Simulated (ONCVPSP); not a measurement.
Before and after: ONCV potential for Mn

```
Element                 : Mn (Z = 25)
Generator               : ONCVPSP 4.0.1
Type                    : optimised norm-conserving Vanderbilt (ONCV)
Functional              : BLYP
Relativity              : scalar-relativistic
Frozen core             : [Ar]
Valence charge          : 7
Reference configuration : 3d5 4s2
Partial waves           : 4s: rc 2.75 bohr, ncon 3, nbas 8, qcut 2.2 1/bohr, 2 projectors, debl 1.5 Ha; p scattering state at 0.11 Ha: rc 2.30 bohr, ncon 4, nbas 9, qcut 2.9 1/bohr, 2 projectors, debl 2.3 Ha; 3d: rc 1.80 bohr, ncon 5, nbas 9, qcut 7.7 1/bohr, local
Local potential         : the d channel
Core correction         : Teter function, fcfact 3.75, rcfact 1.3
```

All-electron outer shells of the reference configuration (BLYP, scalar-relativistic, ld1.x):

```tsv
shell	level (eV)	outermost node (bohr)	outermost maximum (bohr)
3p	-54.38	0.31	0.75
3d	-6.66	–	0.75
4s	-5.02	1.05	2.51
```

Change: s: qcut 3.3.

Cutoffs: the cutoffs (Ha) at which the residual kinetic energy of the hardest occupied pseudo-wave falls to 1 and 0.1 mHa per electron; they do not see the model core or the augmentation charge, which bear on the density cutoff. Errors are all-electron minus pseudo energies relative to the spin-unpolarised reference configuration.

Problem. How do hardness, ghosts and transferability respond?

Solution. The potential gets neither clearly harder nor softer (29 Ha and 80 Ha → 29 Ha and 80 Ha); both files keep a bound ghost (s); of the 4 tests that both files solve, the error grows in 0 and shrinks in 4 by more than 15 % and 0.3 meV (median size 29.7 → 3.7 meV).

| quantity | base | changed |
| --- | --- | --- |
| cutoff, loose | 29 Ha | 29 Ha |
| cutoff, tight | 80 Ha | 80 Ha |
| loose cutoff by channel | s 2.9 Ha, d 29 Ha | s 3.5 Ha, d 29 Ha |
| bound ghosts | s | s |
| GHOST(+) flags under 300 eV | p at 61.6 eV | p at 61.6 eV |
| error for 3d5 4s1, meV [ΔE 8.40 eV] | -1.6 | +0.3 |
| error for 3d5 4s0, meV [ΔE 24.17 eV] | -30 | +2.7 |
| error for 3d4 4s0, meV [ΔE 56.69 eV] | -482 | -192 |
| error for 3d5 4s0 4p1, meV [ΔE 13.18 eV] | -29 | -4.6 |
| s: phases at 2.79 bohr within 0.05 rad from the reference energy up to (Ha; the scan ends near 5) | n/a | 4.0 |
| p: phases at 2.33 bohr within 0.05 rad from the reference energy up to (Ha; the scan ends near 5) | 2.2 | 2.2 |
| d: phases at 1.82 bohr within 0.05 rad from the reference energy up to (Ha; the scan ends near 5) | 0.3 | 0.3 |
| rms error of d²Exc/dni dnj with the model core, mHa | 7.55 | 7.56 |

 A true bound ghost makes a file unfit for plane-wave use even where its test errors are small: the radial tests pick states by their node count and pass the ghost by.
